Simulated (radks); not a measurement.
The nuclear charge of neutral cobalt is varied continuously with 27 electrons held in [Ar] 3d7 4s2. All-electron calculation, Dirac Kohn-Sham, PBE, spin-unpolarised, spherical densities, point nucleus; open shells fill j = l - 1/2 first. Program: a radial shooting solver on a logarithmic mesh with Libxc functionals. By the Hellmann-Feynman theorem dE/dZ = E(electron-nucleus)/Z, the electronic potential at the nucleus.

Z     E (hartree)  E(electron-nucleus)/Z (hartree)   HOMO  e(HOMO) (eV)  <r> HOMO (bohr)
26.8  -1368.56569                         -122.489  4s1/2        -3.907            3.032
26.9  -1380.84560                         -123.109  4s1/2        -4.671            2.961
27    -1393.18741                         -123.727  4s1/2        -5.467            2.894
27.1  -1405.59107                         -124.346  4s1/2        -6.294            2.832
27.2  -1418.05651                         -124.963  4s1/2        -7.151            2.774
27.3  -1430.58367                         -125.580  4s1/2        -8.037            2.720
27.4  -1443.17250                         -126.196  4s1/2        -8.950            2.668
27.5  -1455.82295                         -126.812  4s1/2        -9.891            2.620
27.6  -1468.53498                         -127.428  4s1/2       -10.859            2.573
27.7  -1481.30856                         -128.043  4s1/2       -11.853            2.529
27.8  -1494.14364                         -128.658  4s1/2       -12.873            2.488
27.9  -1507.04019                         -129.273  4s1/2       -13.918            2.448
28    -1519.99820                         -129.887  4s1/2       -14.988            2.409

The central difference of E at Z = 27 is -123.727 hartree, to compare with the third column; the second derivative is -6.18 hartree.
